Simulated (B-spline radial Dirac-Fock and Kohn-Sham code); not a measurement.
## How the binding energies of Os¹⁵⁺ add up

System: Os¹⁵⁺, configuration [Kr] 4d10 4f13 5s2; nuclear rms radius 5.4126 fm (A = 192).

The run's input, task.json:

```json
{"items": [{
  "Z": 76,
  "q": 15,
  "cfg": [[1, 0, 2], [2, 0, 2], [2, 1, 6], [3, 0, 2], [3, 1, 6], [3, 2, 10], [4, 0, 2], [4, 1, 6], [4, 2, 10], [4, 3, 13], [5, 0, 2]],
  "A": 192,
  "rrms": 5.4126,
  "do": ["binding"]
}]}
```

Launch: `python xray_run.py task.json out`

Method: Dirac-Fock (average of configuration) total-energy differences with a finite nucleus, the Breit interaction including its frequency dependence, and self-energy and vacuum-polarisation corrections. Computed with a radial finite-basis atomic code. The model has no electron correlation. Energies are counted from the vacuum level.

All terms are in eV, carry their sign (relaxation lowers the binding energy) and add up to the binding energy; ⟨r⟩ is the mean radius of the orbital in the initial state.

```csv
subshell,−ε (Koopmans),relaxation,Gaunt,retardation,QED,binding energy,⟨r⟩ (bohr)
1s,74674.2,-80.79,-275.50,25.25,-131.53,74211.7,0.018
2s,13407.3,-45.13,-30.53,2.19,-19.47,13314.4,0.074
2p1/2,12823.1,-49.70,-52.49,5.59,-0.11,12726.4,0.061
2p3/2,11288.5,-46.40,-35.83,7.69,-1.97,11212.0,0.070
3s,3423.6,-22.21,-5.64,0.37,-4.51,3391.6,0.193
3p1/2,3163.4,-23.27,-9.89,0.93,-0.14,3131.0,0.183
3p3/2,2823.5,-21.55,-6.47,1.47,-0.50,2796.5,0.198
3d3/2,2394.8,-24.28,-4.36,0.41,0.35,2366.9,0.173
3d5/2,2321.9,-23.66,-2.99,0.44,0.15,2295.8,0.178
4s,997.0,-6.01,-1.30,0.10,-1.11,988.7,0.430
4p1/2,886.0,-5.98,-2.21,0.22,-0.01,878.0,0.435
4p3/2,804.5,-5.08,-1.37,0.35,-0.10,798.2,0.465
4d3/2,623.2,-4.96,-0.73,0.08,0.09,617.7,0.475
4d5/2,607.7,-4.68,-0.44,0.09,0.04,602.8,0.485
4f,374.6,-4.41,0.07,-0.02,0.05,370.3,0.516
5s,371.2,-0.49,-0.33,0.03,-0.26,370.2,0.914
```

For the deepest level, K (1s), the Breit terms make up -0.337 % of the binding energy, QED -0.177 % and orbital relaxation -0.109 %.

Spin-orbit splittings: 2p 1514.4 eV, 3p 334.5 eV, 3d 71.07 eV, 4p 79.78 eV, 4d 14.91 eV.

Going to the tabulated ground configuration of the next ion removes an electron from N6,7 (4f), computed at 370.3 eV. NIST lists 367 ± 19 eV as the ionisation energy of this species (theoretical), -3.29 eV from the computed value, within the stated uncertainty.
